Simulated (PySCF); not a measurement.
AlBrH4OSi.
Structure used (PBE0-D3(BJ)/def2-SVP), in Å, numbered top down from 1:
```
atom  x, y, z in Å
Al1   -0.6756   -0.0769   -0.3042
O2     0.8919    0.4404    0.1436
Si3    2.4669    0.8627    0.2094
Br4    3.3487    0.7479   -1.8395
H5    -1.7125    1.0347   -0.7371
H6    -0.9840   -1.6249   -0.2164
H7     2.6250    2.2690    0.6652
H8     3.2369   -0.0742    1.0701
```

Theory: MP2 and CCSD/aug-cc-pVDZ in PySCF, restricted Hartree–Fock reference, frozen core, non-relativistic, gas phase, PBE0-D3(BJ)/def2-SVP geometry.

E(HF) = -3180.57724 Eh.

Task: How large is the problem?

Result: 149 basis functions and 74 electrons; 20 orbitals frozen, which leaves o = 17 correlated occupied and v = 112 virtual orbitals. That is o·v = 1904 singles and o·v(o·v + 1)/2 = 1813560 distinct closed-shell doubles amplitudes before symmetry; the costliest CCSD step grows as o²v⁴ = 4.5 × 10^10.

Task: What are the MP2 and CCSD correlation energies?

Result: MP2 -0.5069 Eh and CCSD -0.5482 Eh, which gives totals of -3181.08411 and -3181.12544 Eh. That is 0.439 eV for each correlated electron at CCSD (1439 kJ/mol in all, 0.017 % of the total energy); MP2 gives 92.5 % of the CCSD value.

Task: What is the T1 diagnostic?

Result: 0.0107, below the customary warning level of 0.02. It is the norm of the spatial-orbital singles amplitudes over the root of the number of correlated electrons, so the norm is 0.062.

Task: How does correlation change the dipole moment?

Result: HF gives 1.91 D and CCSD (unrelaxed density) 1.70 D, a change of -0.21 D.

Connected triples and the basis-set limit are missing.
